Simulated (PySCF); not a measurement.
Solvent effects on NMR parameters

Molfile (atoms numbered from 1):
```
C8H19P
     RDKit          3D

 28 27  0  0  0  0  0  0  0  0999 V2000
   -0.7643   -1.5186    1.5808 C   0  0  0  0  0  0  0  0  0  0  0  0
   -0.9236   -0.5363    0.2300 P   0  0  1  0  0  5  0  0  0  0  0  0
   -1.3428   -1.5542   -1.2210 C   0  0  0  0  0  0  0  0  0  0  0  0
   -2.2913    0.6559    0.4876 C   0  0  0  0  0  0  0  0  0  0  0  0
   -2.5777    1.6473   -0.6290 C   0  0  0  0  0  0  0  0  0  0  0  0
    0.4322    0.5562   -0.4412 C   0  0  0  0  0  0  0  0  0  0  0  0
    1.7822   -0.1520   -0.6068 C   0  0  0  0  0  0  0  0  0  0  0  0
    2.4989   -0.2971    0.7314 C   0  0  0  0  0  0  0  0  0  0  0  0
    2.6549    0.5730   -1.6260 C   0  0  0  0  0  0  0  0  0  0  0  0
   -0.7120   -1.0393    2.5621 H   0  0  0  0  0  0  0  0  0  0  0  0
   -0.2329   -2.4658    1.4577 H   0  0  0  0  0  0  0  0  0  0  0  0
   -0.5760   -2.3335   -1.3389 H   0  0  0  0  0  0  0  0  0  0  0  0
   -2.3075   -2.0456   -1.0375 H   0  0  0  0  0  0  0  0  0  0  0  0
   -1.3874   -0.9574   -2.1426 H   0  0  0  0  0  0  0  0  0  0  0  0
   -3.1655    0.0253    0.7136 H   0  0  0  0  0  0  0  0  0  0  0  0
   -2.0450    1.1772    1.4285 H   0  0  0  0  0  0  0  0  0  0  0  0
   -3.4598    2.2589   -0.3856 H   0  0  0  0  0  0  0  0  0  0  0  0
   -1.7377    2.3378   -0.7947 H   0  0  0  0  0  0  0  0  0  0  0  0
   -2.7874    1.1401   -1.5838 H   0  0  0  0  0  0  0  0  0  0  0  0
    0.5381    1.4127    0.2488 H   0  0  0  0  0  0  0  0  0  0  0  0
    0.0893    0.9673   -1.4063 H   0  0  0  0  0  0  0  0  0  0  0  0
    1.5924   -1.1704   -0.9977 H   0  0  0  0  0  0  0  0  0  0  0  0
    1.8551   -0.8055    1.4640 H   0  0  0  0  0  0  0  0  0  0  0  0
    2.7612    0.6955    1.1355 H   0  0  0  0  0  0  0  0  0  0  0  0
    3.4320   -0.8717    0.6224 H   0  0  0  0  0  0  0  0  0  0  0  0
    2.1714    0.6219   -2.6146 H   0  0  0  0  0  0  0  0  0  0  0  0
    2.8567    1.6072   -1.3008 H   0  0  0  0  0  0  0  0  0  0  0  0
    3.6263    0.0683   -1.7487 H   0  0  0  0  0  0  0  0  0  0  0  0
  1  2  2  0
  2  3  1  6
  2  4  1  0
  4  5  1  0
  2  6  1  0
  6  7  1  0
  7  8  1  0
  7  9  1  0
  1 10  1  0
  1 11  1  0
  3 12  1  0
  3 13  1  0
  3 14  1  0
  4 15  1  0
  4 16  1  0
  5 17  1  0
  5 18  1  0
  5 19  1  0
  6 20  1  0
  6 21  1  0
  7 22  1  0
  8 23  1  0
  8 24  1  0
  8 25  1  0
  9 26  1  0
  9 27  1  0
  9 28  1  0
M  END
```

GIAO PBE0/pcSseg-1 in PySCF 2.14.0 with density-fitted response routines on one PBE0-D3(BJ)/def2-SVP conformer, non-relativistic, equivalent nuclei averaged. Solvents enter as an IEF-PCM continuum (cyclohexane with ε = 2.0, chloroform with ε = 4.7) around the gas-phase geometry. Shifts are referred to TMS computed in the same medium.

Gas phase, δ in ppm: C6 41.8, C9 28.3, C4 27.2, C7 25.7, C8 24.3, C3 11.4, C5 9.4, C1 -9.9, H16 1.69, H15 1.47, H23/H24/H25 1.39, H22 1.32, H12/H13/H14 1.21, H21 1.20. Dipole moment 3.08 D.

Question: How does each δ change in the continuum?

Answer: 
```csv
atoms,environment,"Δδ, cyclohexane","Δδ, chloroform"
C6,sp3 CH2 bonded to P,+0.1,+0.2
C9,methyl carbon,0.0,0.0
C4,sp3 CH2 bonded to P,+0.4,+0.8
C7,sp3 CH,+0.2,+0.3
C8,methyl carbon,+0.2,+0.4
C3,methyl carbon bonded to P,+0.3,+0.6
C5,methyl carbon,+0.1,+0.1
C1,carbon double-bonded to a heavier main-group atom,-1.2,-2.2
H16,hydrogen on an sp3 CH2 bonded to P,+0.04,+0.08
H15,hydrogen on an sp3 CH2 bonded to P,-0.02,-0.06
H23/H24/H25,hydrogen on a methyl carbon,-0.03,-0.06
H22,hydrogen on an sp3 CH,+0.06,+0.11
H12/H13/H14,hydrogen on a methyl carbon bonded to P,+0.05,+0.08
H21,hydrogen on an sp3 CH2 bonded to P,+0.05,+0.13
```

Changes are relative to the gas phase. The dipole moment becomes 3.60 D in cyclohexane, 4.10 D in chloroform.

Question: Which of the listed nuclei move most (in ppm), and what does the model miss?

Answer: C1 (carbon double-bonded to a heavier main-group atom, -2.2 ppm) in chloroform. A continuum only polarises the solute; specific hydrogen bonds, the anisotropy of aromatic solvents and changes of geometry or conformer are outside it.
